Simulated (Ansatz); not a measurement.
Basis-set series for `C=[C](C)[GaH][OH]`. The species carries charge 0 and has multiplicity 1. All single points use the PBE0-D4/def2-TZVP geometry. It is one conformer, not always the lowest.

```tsv
functional	basis	functions	energy (Eh)	HOMO (eV)	LUMO (eV)
PBE0-D4	def2-TZVPP	270	-2118.21670	-7.63	-1.11
PBE0-D4	def2-QZVPP	527	-2118.27175	-7.65	-1.16
ωB97M-V	def2-TZVPP	270	-2118.49993	-9.85	0.68
ωB97M-V	def2-QZVPP	527	-2118.55322	-9.87	0.51
```

Give the rows for def2-SVP. (Best estimate.)

The calculation gave: 
| functional | basis | functions | energy (Eh) | HOMO (eV) | LUMO (eV) |
| --- | --- | --- | --- | --- | --- |
| PBE0-D4 | def2-SVP | 123 | -2117.74461 | -7.54 | -0.99 |
| ωB97M-V | def2-SVP | 123 | -2118.01895 | -9.75 | 0.85 |

Positive LUMOs are unbound and depend on the basis. Scalar relativity is left out up to krypton.

Results of the Gaussian-basis code of Ansatz.
